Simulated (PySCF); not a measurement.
TDDFT excited states: C2H4BFS2

Compound: C2H4BFS2.
SMILES with atom numbers: `[F:1][C@H:2]1[CH2:3][S:4][BH:5][S:6]1` (hydrogens: H7 on C2; H8, H9 on C3; H10 on B5)

Level of theory: TDDFT CAM-B3LYP/def2-SVPD, vertical, gas phase, core orbitals frozen in the response in PySCF. One conformer (not necessarily the lowest) at the PBE0-D3(BJ)/def2-SVP geometry, without solvent, vibrations or thermal averaging.

Predict the UV-vis stick spectrum at this level.

```json
{"state": "S1", "λ (nm)": "225.1", "E (eV)": "5.51", "f": "0.116", "main configurations (H = HOMO, L = LUMO)": "H→L (95%)"}
{"state": "S2", "λ (nm)": "207.2", "E (eV)": "5.98", "f": "0.0017", "main configurations (H = HOMO, L = LUMO)": "H→L+1 (48%), H→L+2 (31%), H→L+6 (8%)"}
{"state": "S3", "λ (nm)": "189.5", "E (eV)": "6.54", "f": "0.0035", "main configurations (H = HOMO, L = LUMO)": "H-1→L (47%), H-2→L (47%)"}
{"state": "S4", "λ (nm)": "184.1", "E (eV)": "6.74", "f": "0.0010", "main configurations (H = HOMO, L = LUMO)": "H→L+3 (55%), H-1→L+2 (12%), H-1→L+1 (10%)"}
{"state": "S5", "λ (nm)": "180.6", "E (eV)": "6.87", "f": "0.0036", "main configurations (H = HOMO, L = LUMO)": "H→L+2 (46%), H→L+1 (40%)"}
{"state": "S6", "λ (nm)": "176.2", "E (eV)": "7.04", "f": "0.057", "main configurations (H = HOMO, L = LUMO)": "H-1→L (46%), H-2→L (42%)"}
{"state": "S7", "λ (nm)": "167.7", "E (eV)": "7.39", "f": "0.0004", "main configurations (H = HOMO, L = LUMO)": "H-4→L (71%), H-5→L (15%)"}
{"state": "S8", "λ (nm)": "165.0", "E (eV)": "7.51", "f": "0.070", "main configurations (H = HOMO, L = LUMO)": "H→L+4 (73%), H-1→L+1 (12%)"}
{"state": "S9", "λ (nm)": "160.4", "E (eV)": "7.73", "f": "0.048", "main configurations (H = HOMO, L = LUMO)": "H→L+5 (27%), H-1→L+1 (26%), H→L+3 (13%)"}
{"state": "S10", "λ (nm)": "158.8", "E (eV)": "7.81", "f": "0.0052", "main configurations (H = HOMO, L = LUMO)": "H→L+5 (46%), H-1→L+2 (14%), H-2→L+1 (11%)"}
```

Triplets, Tamm–Dancoff:

| state | E (eV) | λ (nm) | main configurations (H = HOMO, L = LUMO) |
| --- | --- | --- | --- |
| T1 | 4.52 | 274.6 | H→L (98%) |
| T2 | 5.51 | 225.2 | H→L+1 (30%), H→L+2 (27%), H-1→L (16%) |
| T3 | 5.64 | 219.7 | H-1→L (72%), H→L+1 (8%) |
| T4 | 6.17 | 200.8 | H-2→L (81%) |

The lowest singlet comes at 225 nm (531 kJ/mol) in the ultraviolet; it is of moderate strength; its leading configuration is HOMO→LUMO (95%). The lowest level is also the most intense of those listed (f = 0.116). Löwdin shares by element: HOMO sulfur 77%, boron 10%, carbon 6% or more; LUMO boron 44%, sulfur 41%, hydrogen 8% or more. The oscillator strengths of these states sum to 0.307; summed over the whole spectrum of an exact calculation they would give the number of electrons, 62 (Thomas–Reiche–Kuhn). The listed states span 2.30 eV, and the widest gap between neighbours is 0.56 eV (S2 to S3). Weighted by f, the mean energy of these states is 6.68 eV. No computed singlet lies in the visible range (380 to 750 nm); the lowest, at 225 nm, stands 2.25 eV above its violet end (3.26 eV). The vertical ionisation energy (ΔSCF) is 9.55 eV, 1.74 eV above S10. Singlets were solved by full linear response, triplets in the Tamm–Dancoff approximation.
